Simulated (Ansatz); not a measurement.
`C[SiH](F)[O][AlH2]` + `NCS` → `NC[S][AlH2]` + `C[SiH](O)F`  (ligand exchange at the Al–O bond)

Computed with Ansatz on PBE0-D4/def2-TZVP structures; ΔE is electronic, products minus reactants. CCSD(T)/CBS is the MP2 limit (def2-TZVPP, def2-QZVPP) plus CCSD(T) − MP2 in def2-TZVPP, frozen cores. DFT in def2-TZVPP. B3LYP here is the variant with VWN-RPA as its local correlation; programs differ in this. One conformer a species, not always the lowest.

```
         level  ΔE (kcal/mol)
       ωB97X-V           12.2
         B3LYP           13.0
MP2/def2-TZVPP           12.0
CCSD/CBS(def2)           12.8
```

(1) What does CCSD(T)/CBS give? (Estimate.)

Largest T1 diagnostic among the species: 0.012.

Answers

(1) Computed: +11.8 kcal/mol. The listed levels differ from it by 0.4, 1.2, 0.2, 1.0 kcal/mol.

In def2-TZVPP, CCSD(T) changes the Hartree–Fock value by −3.7 kcal/mol (the triples alone add −1.0 kcal/mol) and MP2 by −4.1 kcal/mol. From PBE to PBE0 (25 % exact exchange), in def2-TZVPP and without D4, ΔE moves by +1.1 kcal/mol.
